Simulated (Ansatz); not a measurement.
Calculated with Ansatz (gas phase, PBE0-D4/def2-TZVP geometries, no zero-point term in ΔE). CCSD(T)/CBS is the MP2 limit (def2-TZVPP, def2-QZVPP) plus CCSD(T) − MP2 in def2-TZVPP, frozen cores. One conformer a species, not always the lowest.

`CS[SiH](F)S` + `[NH2][Al]([OH])[SH]` → `C[NH][Al]([OH])[SH]` + `F[SiH](S)S`  (substitution at a C–S bond)

`CS[SiH](F)S`:

Cartesian coordinates in Å:
```
C 0.895 1.558 0.043
S -0.684 1.161 0.856
Si -1.067 -0.757 0.092
F -1.245 -0.775 -1.497
S 0.575 -2.028 0.545
H 1.224 2.507 0.466
H 1.642 0.794 0.246
H 0.755 1.672 -1.030
H -2.348 -1.203 0.679
H 0.253 -2.929 -0.400
```

`[NH2][Al]([OH])[SH]`:

```xyz
8

N    -0.205   -0.140    1.546
Al    0.042   -0.054   -0.195
O    -0.123    1.368   -1.099
S     0.590   -1.857   -1.287
H    -0.460    0.630    2.141
H    -0.108   -0.983    2.089
H    -0.359    2.221   -0.743
H     0.624   -1.184   -2.451
```

`C[NH][Al]([OH])[SH]`:

Cartesian coordinates in Å:
```
C 0.369 -0.373 1.843
N 0.342 -0.813 0.466
Al -0.158 0.098 -0.952
O -0.089 -0.668 -2.459
S -0.833 2.160 -0.664
H 1.378 -0.395 2.270
H 0.016 0.659 1.916
H -0.281 -0.977 2.487
H 0.658 -1.764 0.358
H -0.331 -0.274 -3.293
H -1.071 2.347 -1.973
```

`F[SiH](S)S`:

Cartesian coordinates in Å:
```
F -0.295 0.122 -1.697
Si -0.078 -0.133 -0.136
S -1.199 1.181 1.082
S 1.940 0.277 0.348
H -0.498 -1.532 0.090
H -2.274 0.375 1.095
H 2.404 -0.290 -0.781
```

```json
{"species": "`CS[SiH](F)S`", "SCS-MP2/def2-TZVPP energy (Eh)": "-1225.33326"}
{"species": "`[NH2][Al]([OH])[SH]`", "SCS-MP2/def2-TZVPP energy (Eh)": "-772.02995"}
{"species": "`C[NH][Al]([OH])[SH]`", "SCS-MP2/def2-TZVPP energy (Eh)": "-811.23713"}
{"species": "`F[SiH](S)S`", "SCS-MP2/def2-TZVPP energy (Eh)": "-1186.11392"}
```

Task: Work out ΔE.

Result: ΔE = (-811.23713) + (-1186.11392) − (-1225.33326) − (-772.02995) = 0.01216 Eh = +31.9 kJ/mol. CCSD(T)/CBS gives +35.2 kJ/mol.

Largest T1 diagnostic among the species: 0.012.

At CCSD(T), def2-SVP lies −18.9 kJ/mol from the extrapolated value and def2-TZVPP −4.5 kJ/mol. Leaving LDA and LC-ωPBE aside and taking each functional with its dispersion term where it has one, the values, not all of them listed here, spread over 4.0 kJ/mol, from CAM-B3LYP-D4 to r2SCAN-D4. LDA lies −3.1 kJ/mol from PBE without D4.
